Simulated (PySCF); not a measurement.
Bonding in `FC(F)[C@H]1CO[SiH2]1`

Compound: C3H6F2OSi.
SMILES with atom numbers: `[F:1][CH:2]([F:3])[C@H:4]1[CH2:5][O:6][SiH2:7]1` (hydrogens: H8 on C2; H9 on C4; H10, H11 on C5; H12, H13 on Si7)

Structure used (GFN2-xTB), in Å, numbered top down from 1:
```xyz
13
C3H6F2OSi angstrom
F     -2.079    0.293    1.297
C     -1.506   -0.133    0.140
F     -2.207   -1.243   -0.227
C     -0.050   -0.436    0.342
C      0.735   -0.620   -0.960
O      1.627    0.499   -0.877
Si     1.115    1.072    0.588
H     -1.696    0.636   -0.624
H      0.041   -1.277    1.027
H      0.129   -0.535   -1.863
H      1.315   -1.542   -1.001
H      2.099    0.914    1.648
H      0.474    2.374    0.494
```

Bond orders from the PBE0/pcSseg-1 density (PySCF). Isolated species at its GFN2-xTB geometry (one conformer only).

Task: How far do the computed orders between heavy atoms stray from the drawn ones?

Result: The largest departure is 0.131, at Si7–C4 (drawn single, 0.869). Drawn single, order below 0.88: Si7–C4 (0.869).

Task: Give the Mayer order of every bond, beside its length.

Result: 
| bond | drawn as | length (Å) | Mayer order |
| --- | --- | --- | --- |
| F1–C2 | single | 1.359 | 0.940 |
| C2–F3 | single | 1.363 | 0.948 |
| C2–C4 | single | 1.501 | 1.009 |
| C4–C5 | single | 1.531 | 0.953 |
| C5–O6 | single | 1.433 | 0.885 |
| O6–Si7 | single | 1.654 | 1.028 |
| Si7–C4 | single | 1.922 | 0.869 |
| C2–H8 | single | 1.101 | 0.956 |
| C4–H9 | single | 1.088 | 0.923 |
| C5–H10 | single | 1.091 | 0.947 |
| C5–H11 | single | 1.090 | 0.943 |
| Si7–H12 | single | 1.454 | 0.903 |
| Si7–H13 | single | 1.455 | 0.904 |

By pair of heavy elements: C–F: all 2 within 0.02 of one another (0.940 to 0.948). C–C: lowest C4–C5 (0.953, 1.531 Å), highest C2–C4 (1.009, 1.501 Å).

Task: Sum the orders of all bonds at each heavy atom with more than one neighbour and set the sums beside the valence in the SMILES.

Result: C2 3.853 (drawn 4), C4 3.754 (drawn 4), C5 3.728 (drawn 4), O6 1.913 (drawn 2), Si7 3.704 (drawn 4). Orders between atoms that aren't bonded are not in these sums.

Mayer orders depend on the basis set.

The run behind these numbers computed NMR shieldings as well. On one thread of an Arm Neoverse N1, shared host, this took 31 s of wall time and 0.73 GiB of memory at its peak.
